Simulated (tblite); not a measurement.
Species: isopropylsulfonyl chloride, C3H7ClO2S.
Cartesian coordinates in Å at the GFN2-xTB level; atoms count from 1:
```xyz
14
C3H7ClO2S angstrom
C     -0.294    1.463    0.137
C     -0.319    0.073   -0.443
C     -1.105   -0.954    0.329
S      1.405   -0.512   -0.468
O      1.477   -1.871   -0.899
O      2.261    0.445   -1.094
Cl     1.894   -0.511    1.510
H      0.452    2.062   -0.381
H     -1.265    1.943    0.032
H     -0.038    1.428    1.194
H     -0.576    0.076   -1.503
H     -0.812   -0.942    1.377
H     -0.906   -1.944   -0.076
H     -2.173   -0.755    0.263
```

Method: GFN2-xTB as coded in tblite; computed harmonic values from a numerical Hessian at the method's own geometry, unscaled. Errors from tens to a few hundred cm⁻¹ against measured bands are possible. One conformer, not necessarily the lowest.

Harmonic wavenumbers (cm⁻¹): 76.6, 160.5, 177.8, 190.8, 198.4, 265.2, 292.1, 321.8, 369.6, 417.2, 431.2, 518.1, 666.9, 928.8, 951.5, 980.6, 997.0, 1126.5, 1160.7, 1174.2, 1193.0, 1280.7, 1296.5, 1402.1, 1413.2, 1468.8, 1474.6, 1475.8, 1486.2, 2971.4, 3031.7, 3034.7, 3042.9, 3047.0, 3048.1, 3050.7.

A = 2184, B = 1710, C = 1582 MHz; mass 141.986 u (most abundant isotopes); point group Cs, symmetry number 1.

Task: What is the zero-point energy?

Result: Half the sum of the wavenumbers: 22561 cm⁻¹ = 269.90 kJ/mol.

Task: What is S at 200 K and 1 bar for an ideal gas of classical rigid rotors and harmonic oscillators?

Result: Translation 162.36, rotation 113.80, vibration 58.01: S = 334.2 J/(mol K).

Task: And Cp and H(200 K) − H(0)?

Result: Cp = 107.44 J/(mol K), of which vibrations give 74.18 (their classical limit is 36 R = 299.3); H(200 K) − H(0) = 13.71 kJ/mol without the zero-point energy, 7.06 from vibrations.

Task: Blend soft modes into free rotors: weight 1/[1 + (100 cm⁻¹/ν̃)⁴] for the oscillator and the rest for a rotor with moment μB/(μ + B), μ = h/(8π²ν), B = 10⁻⁴⁴ kg m². What vibrational entropy results?

Result: 57.04 J/(mol K) in place of 58.01, which changes −T·S at 200 K by +0.19 kJ/mol.

Task: Which modes carry the vibrational entropy at 200 K?

Result: 76.6 cm⁻¹: 13.37; 160.5 cm⁻¹: 7.57; 177.8 cm⁻¹: 6.81; 190.8 cm⁻¹: 6.30; 198.4 cm⁻¹: 6.03; 265.2 cm⁻¹: 4.10 J/(mol K); the other 30 give 13.82 together.

Task: How do the functions run with temperature in this model?

Result: 
```tsv
T (K)	S (J/(mol K))	Cp (J/(mol K))	H − H(0) (kJ/mol)	G − H(0) (kJ/mol)	ln q(vib)
50	234.5	44.4	1.83	-9.90	0.14
100	273.1	69.9	4.68	-22.63	0.77
298.15	382.3	135.3	25.64	-88.35	4.83
373.15	414.9	155.5	36.55	-118.27	6.41
500	464.7	185.5	58.24	-174.11	9.00
750	548.6	228.2	110.35	-301.13	13.79
1000	618.4	256.1	171.11	-447.26	18.14
```

q(vib) and H(0) count from the zero-point level.

Task: What must be added to the electronic energy to get the Gibbs energy at 200 K and 1 bar?

Result: ZPE + [H(200 K) − H(0)] − T·S = 269.90 + 13.71 − 66.83 = 216.78 kJ/mol.

Hindered rotation and anharmonicity are outside this model. Other conformers, if any are populated, would add a mixing term that is left out.
